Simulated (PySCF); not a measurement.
Level of theory: PBE0-D3(BJ)/def2-TZVP run with PySCF 2.14.0. All species are isolated molecules in the gas phase. Excitations are Tamm–Dancoff values on a coarser integration grid. The basis has no diffuse functions, so Rydberg states are missing or too high.

Reference species (SMILES): `[SiH2]1C=CC=C1F` (neutral, multiplicity 1).

- S1–T1 gap (TDA): 1.92 eV
- HOMO: -6.71 eV

Changed species: `FC1=C[SiH2]C=C1`.

Predict the effect on the S1–T1 gap (TDA) and HOMO.

the S1–T1 gap (TDA) increases by 0.02 eV, to 1.94 eV; the HOMO falls by 0.29 eV, to -7.00 eV.
